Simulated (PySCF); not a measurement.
C$_{4}$H$_{12}$O$_{2}$Si, singlet, at a GFN2-xTB geometry. Base run: WB97X/STO-3G in PySCF.

The PySCF input:
```python
from pyscf import gto, scf, dft

mol = gto.Mole()
mol.atom = '''
    C    -2.04448569   -1.42504237    0.50157321
    O    -0.72766379   -0.96783355    0.60420261
    Si   -0.03861108    0.32829990   -0.12649543
    C    -0.79130443    1.98119988    0.41820792
    C    -0.12304275    0.11850811   -2.02416713
    O     1.47789858    0.38302498    0.45039361
    C     2.43946984   -0.63436435    0.46225328
    H    -2.14167265   -2.30788577    1.13463031
    H    -2.28601463   -1.69261196   -0.52988191
    H    -2.74855078   -0.66103992    0.83931906
    H    -1.81913215    2.06843940    0.07965383
    H    -0.24124933    2.82357068    0.01536447
    H    -0.78920165    2.07462366    1.49947239
    H     0.23206785   -0.86394160   -2.32751030
    H     0.48841885    0.85714329   -2.53312402
    H    -1.13675836    0.22640459   -2.39953033
    H     3.26653155   -0.30236234    1.09086386
    H     2.02211084   -1.55768690    0.86642662
    H     2.80830569   -0.82419060   -0.54872151
'''
mol.basis = 'sto-3g'
mol.verbose = 3
mol.build()

mf = dft.RKS(mol)
mf.xc = 'wb97x'
mf.kernel()
mf.analyze()
```

Variants of this job, named by their change:

```json
[
 {"change": "base", "ΔE vs base (mEh)": "0.000", "grid points": "221512", "electrons on the grid": "65.99997"},
 {"change": "small_rho_cutoff = 0", "ΔE vs base (mEh)": "0.000", "grid points": "221512", "electrons on the grid": "65.99997"},
 {"change": "grids.prune = off", "ΔE vs base (mEh)": "0.000", "grid points": "351824", "electrons on the grid": "65.99998"},
 {"change": "grids.prune = dft.gen_grid.sg1_prune", "ΔE vs base (mEh)": "-0.058", "grid points": "96224", "electrons on the grid": "66.00006"},
 {"change": "grids.level = 4", "ΔE vs base (mEh)": "0.006", "grid points": "388368", "electrons on the grid": "66.00000"},
 {"change": "grids.radi_method = mura_knowles", "ΔE vs base (mEh)": "0.017", "grid points": "211496", "electrons on the grid": "65.99997"},
 {"change": "grids.atom_grid = (75, 302)", "ΔE vs base (mEh)": "0.033", "grid points": "276560", "electrons on the grid": "65.99996"},
 {"change": "grids.level = 1", "ΔE vs base (mEh)": "0.087", "grid points": "67160", "electrons on the grid": "66.00012"},
 {"change": "grids.atom_grid = (150, 974)", "ΔE vs base (mEh)": "0.008", "grid points": "1540624", "electrons on the grid": "66.00000"},
 {"change": "grids.level = 0", "ΔE vs base (mEh)": "-49.291", "grid points": "15584", "electrons on the grid": "66.01311"},
 {"change": "grids.becke_scheme = stratmann", "ΔE vs base (mEh)": "-0.004", "grid points": "221512", "electrons on the grid": "65.99998"}
]
```
